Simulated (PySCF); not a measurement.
SrF, SMILES [F][Sr], multiplicity 2.

The structure is a stationary point at PBE-D3(BJ)/def2-TZVPD. The spin state was assumed, not searched. The def2 effective core potentials stand for the cores of Sr; spin–orbit coupling is left out.

The numbers are results of PBE-D3(BJ)/def2-TZVPD in PySCF, not measurements.

Frequencies are harmonic and unscaled.

Computed harmonic wavenumbers and intensities:
```csv
mode,ν (cm⁻¹),IR (km/mol),moving atoms (share of kinetic energy)
1,488,77.3,"F 82 %, Sr 18 %"
```
